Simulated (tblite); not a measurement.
C3H9NSi.
SMILES with atom numbers: `[CH3:1][CH2:2]/[CH:3]=[N:4]\[SiH3:5]` (hydrogens: H6, H7, H8 on C1; H9, H10 on C2; H11 on C3; H12, H13, H14 on Si5)

Structure optimised with GFN2-xTB, isolated species.

(1) Give the optimised bond lengths and angles.

Results:

(1) 
```json
{"bond": "C1–C2", "length (Å)": "1.527"}
{"bond": "C2–C3", "length (Å)": "1.498"}
{"bond": "C3=N4", "length (Å)": "1.248"}
{"bond": "N4–Si5", "length (Å)": "1.715"}
{"bond": "C1–H6, C1–H7, C1–H8", "length (Å)": "1.088"}
{"bond": "C2–H9, C2–H10", "length (Å)": "1.092"}
{"bond": "C3–H11", "length (Å)": "1.094"}
{"bond": "Si5–H12, Si5–H14", "length (Å)": "1.461"}
{"bond": "Si5–H13", "length (Å)": "1.472"}
```

Bonds in one row agree within 0.01 Å and their mean is given. A selection of angles:
```json
{"angle": "C2–C1–H6", "degrees": "110.4"}
{"angle": "C2–C1–H7", "degrees": "110.6"}
{"angle": "H6–C1–H7", "degrees": "108.5"}
{"angle": "H6–C1–H8", "degrees": "108.5"}
{"angle": "C1–C2–C3", "degrees": "111.0"}
{"angle": "C1–C2–H9", "degrees": "109.3"}
{"angle": "C1–C2–H10", "degrees": "110.6"}
{"angle": "C3–C2–H9", "degrees": "107.8"}
{"angle": "C3–C2–H10", "degrees": "109.6"}
{"angle": "H9–C2–H10", "degrees": "108.5"}
{"angle": "C2–C3–N4", "degrees": "128.2"}
{"angle": "C2–C3–H11", "degrees": "114.3"}
{"angle": "N4–C3–H11", "degrees": "117.5"}
{"angle": "C3–N4–Si5", "degrees": "137.2"}
{"angle": "N4–Si5–H12", "degrees": "102.9"}
{"angle": "N4–Si5–H13", "degrees": "119.3"}
{"angle": "H12–Si5–H13", "degrees": "109.0"}
{"angle": "H12–Si5–H14", "degrees": "113.6"}
```

Dihedral angles: C1–C2–C3–N4 126° (anticlinal); C2–C3–N4–Si5 0° (synperiplanar). The mirror-image conformer, all signs reversed, is as good.

Of the pairs four or more bonds apart, Si5···H10 is among the closest relative to their van der Waals radii: 3.00 Å, 91 % of the sum of Bondi's values. The 2 C–C bonds span 1.498 Å (C2–C3, drawn single) to 1.527 Å (C1–C2, drawn single), a spread of 0.029 Å. Si5 (SiH3 silicon) is distorted tetrahedral (angles from 102.9° to 119.3°).

Point group: C1 (no symmetry element, even within 0.4 Å). Its GFN2-xTB frequencies are all real (lowest 32 cm⁻¹). The numbers are those of one conformer. 3 starts were optimised and ended at 0.00, 0.11 and 0.37 kcal/mol (GFN2-xTB); the lowest of these is shown.

All values are computed, not measured.
